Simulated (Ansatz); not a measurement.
A search over several starts for the lowest SCF solution of the cluster CoS2⁻ at the given spin, in a small basis.

```yaml
crystal:
  periodic: [false, false, false]
  atoms:
    - {symbol: Co, position_ang: [-0.703896, -0.428437, 1.018890]}
    - {symbol: S, position_ang: [0.619229, 1.079123, 0.038895]}
    - {symbol: S, position_ang: [0.084667, -0.650698, -1.057786]}
basis:
  gaussian: {orbitals: def2-SVP, initial_orbitals: start.molden}
total_charge: -1
magnetization: {spin_polarized: true, initial_magnetization: 2}
hamiltonian: {xc: pbe0, dispersion: d4}
output: {orbitals: {seedname: orbitals}}
```

The file start.molden holds the orbitals of an earlier run on this structure, at another level or in another basis.

```sh
$ ansatz run in.yaml --threads 4 --pin off --events-out ev --progress --plain --max-ram 3916MiB
```

It prints (some lines left out):

```
Functional definition: PBE0
652 factors; integrals over basis functions are off by at most 1.1e-3 eV
mean field evaluation 1: about -59272.5131 eV, gradient 6.9e0 eV
mean field evaluation 2: about -59272.8524 eV, gradient 3.2e-1 eV
mean field evaluation 4: about -59272.9235 eV, gradient 1.8e-2 eV
mean field evaluation 8: about -59272.9235 eV, gradient 5.8e-5 eV
mean field evaluation 16: about -59272.5532 eV, gradient 4.9e0 eV
mean field evaluation 32: about -59272.9235 eV, gradient 3.9e-3 eV
mean field -59272.92347802 eV, -2178.2397611867 hartree, gradient 8.1e-6 eV, S^2 2.881660; 4 other end points of the search recorded, 0 dependent functions left out
reference -59272.92351373 eV, -2178.2397624990 hartree; 31, 29 occupied and 36, 38 virtual orbitals, 652 factors
Total energy: -59273.01785899 eV, -2178.2432296235 hartree
```

It took 3 s on 4 threads of Arm Neoverse V2 on a shared host.

The charge -1 triplet is spin-contaminated (final ⟨S²⟩ up to 2.88, 2.00 for a pure state). The highest occupied level of the charge -1 triplet lies above zero (up to 0.34 eV). The electron is either unbound and held by the finite basis, or the level is raised by self-interaction error. At PBE0-D4/def2-TZVPD a quintet of charge -1 lies 0.30 eV below the triplet, each at its own geometry. The structure comes from a short search, and lower isomers may exist.
